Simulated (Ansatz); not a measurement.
Reaction (formal exchange of groups at the Si–C bond): `C[SiH](Cl)C#CO` + `O[CH2][SnH3]` → `C[SiH](Cl)[SnH3]` + `OC#CCO`

Gas-phase electronic energies from Ansatz, PBE0-D4/def2-TZVP geometries. CBS: MP2 limit from def2 TZ/QZ plus the TZ coupled-cluster correction, frozen cores. Functionals use def2-TZVPP. def2 core potentials past Kr. For Sn outer-core shells are correlated without core-valence functions, which leaves a few kJ/mol of doubt a bond. Each species was taken in one conformer, which may not be the lowest.

```json
{"level": "r2SCAN-D4", "ΔE (eV)": "0.15"}
{"level": "HF/def2-TZVPP", "ΔE (eV)": "0.13"}
```

Problem. What does CCSD(T)/CBS give? (Best estimate.)

Solution. The calculation gave: +0.16 eV. The listed levels differ from it by -0.01, -0.03 eV.

Largest T1 diagnostic among the species: 0.012.

In def2-TZVPP, CCSD(T) changes the Hartree–Fock value by +0.05 eV (the triples alone add +0.02 eV) and MP2 by +0.09 eV.
